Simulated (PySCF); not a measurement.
**Pb: excitation energy**

Pb [Xe] 4f14 5d10 6s2 6p2 (3P) → Pb [Xe] 4f14 5d10 6s1 6p3 (5S), as a difference of total energies. All numbers are calculated (PySCF 2.14, the spin-free X2C one-electron Hamiltonian (Gaussian nucleus), in aug-cc-pVTZ-DK3). Correlated levels: valence: [Xe] 4f14 5d10 frozen. The calculations carry no spin-orbit coupling.

```
           method  excitation energy (cm⁻¹)
              UHF                     37631
    MP2 (valence)                     42678
SCS-MP2 (valence)                     45000
   CCSD (valence)                     43857
CCSD(T) (valence)                     44046
```

Spin-orbit coupling is strong in these open shells (close to jj coupling). The scalar numbers leave it out and a first-order estimate fails, so it can dominate the gap to the real levels.
